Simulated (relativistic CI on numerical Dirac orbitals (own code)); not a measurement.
**Tc⁴⁺ (4d3) in a crystal field**

Calculated by Dirac-Coulomb-Breit CI, orbitals from a KLI potential per configuration, QED by a radiative potential, valence Slater integrals scaled by 0.9, one configuration in a parametric crystal field (own radial code). With so little scaling, terms lie 10 to 35 % too far apart, which can change the order of excited levels.

Field parameters in Wybourne normalisation: D3d B²₀ = −7Dσ, B⁴₀ = −14Dq − 21Dτ, B⁴₃ = −14√(10/7) Dq. The field is a parameter set, without covalency.

S is read from ⟨S²⟩ = S(S + 1).

Levels (cm⁻¹, degeneracy): 0 (2), 16 (2), 15529 (2), 15770 (2), 16383 (2), 16859 (2), 17009 (2), 24811 (2), 25398 (2), 25711 (2), 26919 (2), 27148 (2).

(1) Which field gives this pattern?
A. D3d, 10Dq = 28650, Dσ = -110, Dτ = -400 cm⁻¹
B. D3d, 10Dq = 28650, Dσ = 1200, Dτ = -400 cm⁻¹
C. D3d, 10Dq = 28650, Dσ = 550, Dτ = -400 cm⁻¹
D. D3d, 10Dq = 28650, Dσ = -1200, Dτ = -400 cm⁻¹

## Answers

(1) C. D3d, 10Dq = 28650, Dσ = 550, Dτ = -400 cm⁻¹, ground level with S = 1.50.
